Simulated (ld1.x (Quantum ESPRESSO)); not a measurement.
**Plane-wave convergence, TM potential for strontium (Sr)**

Sr, norm-conserving Troullier–Martins (Kleinman–Bylander form), made with ld1.x (Quantum ESPRESSO) 7.5 (PBE, scalar-relativistic). Core [Ar] 3d10, reference 4s2 4p6 4d0 5s1 5p0 (charge +1). Waves: 4p (bound): rc 1.65 bohr; 4d (bound, empty): rc 1.90 bohr; 4s (bound): rc 1.85 bohr. Local part: the s channel. Core correction: a·sin(br)/r model core inside 1.10 bohr.

Occupied shells without a wave of their own: 5s. They enter only through the test configuration that unscreens the potential, and ld1.x also counts them in the model core charge.

The pseudo-atom Hamiltonian at the reference potential is diagonalised in spherical Bessel functions j_l(qr) that vanish at 20 bohr, with q² up to the cutoff. All-electron valence levels (Ry): 4p -2.1398, 5p -0.3986, 4d -0.4990, 4s -3.4714, 5s -0.6136.

Problem. How do the lowest levels (Ry) of each channel move with the cutoff, and are there ghosts?

Solution.

```
cutoff (Ry)     p #1     p #2      d #1     d #2     d #3     s #1     s #2     s #3     f #1    f #2  Σ f·Δε (mRy)
          8  -2.0348  -0.3837   -0.4864  -0.1481  -0.0267  -3.3432  -0.6256  -0.2070  -0.0820  0.0151         897.3
         12  -2.1153  -0.3998   -0.5148  -0.1537  -0.0308  -3.3954  -0.6270  -0.2073  -0.0821  0.0149         308.6
         15  -2.1202  -0.4028   -0.5159  -0.1542  -0.0312  -3.4263  -0.6294  -0.2079  -0.0821  0.0148         215.1
         21  -2.1234  -0.4031   -1.0633  -0.4495  -0.1532  -3.4634  -0.6349  -0.2094  -0.0822  0.0148         116.6
         25  -2.1301  -0.4034   -4.9405  -0.4957  -0.1537  -3.4655  -0.6358  -0.2097  -0.0822  0.0148          71.0
         35  -2.1385  -0.4045  -15.8530  -0.4990  -0.1537  -3.4670  -0.6362  -0.2098  -0.0822  0.0148          17.2
         45  -2.1393  -0.4049  -18.3813  -0.4990  -0.1537  -3.4703  -0.6364  -0.2098  -0.0822  0.0148           5.8
         50  -2.1393  -0.4049  -18.4468  -0.4990  -0.1537  -3.4711  -0.6365  -0.2099  -0.0822  0.0148           4.0
         60  -2.1395  -0.4049  -18.5927  -0.4990  -0.1537  -3.4712  -0.6366  -0.2099  -0.0822  0.0148           2.5
         70  -2.1397  -0.4050  -18.8684  -0.4990  -0.1537  -3.4713  -0.6366  -0.2099  -0.0822  0.0148           0.9
         90  -2.1398  -0.4050  -18.9883  -0.4990  -0.1537  -3.4714  -0.6366  -0.2099  -0.0822  0.0148           0.1
        400  -2.1398  -0.4050  -19.0066  -0.4990  -0.1537  -3.4714  -0.6366  -0.2099  -0.0822  0.0148           0.0
```

Result: ghost state, extra bound levels that the all-electron valence spectrum of the same l lacks: d at -258.6 eV (a true bound ghost makes a file unfit for plane-wave use); 10 mRy is reached at 40 Ry and 1 mRy at 70 Ry.

Note: ghost state, extra bound levels that the all-electron valence spectrum of the same l lacks: d at -258.6 eV. A true bound ghost makes a file unfit for plane-wave use. The potential misses its own reference levels by up to 0.3 eV. ld1.x takes every shell without a wave as core, so the model core holds the 5s electrons as well and exchange and correlation see them twice. This cancels in the reference configuration, but the file is broken for other ones, and its errors say nothing about a proper core correction. Its largest configuration-test error is -554 meV.
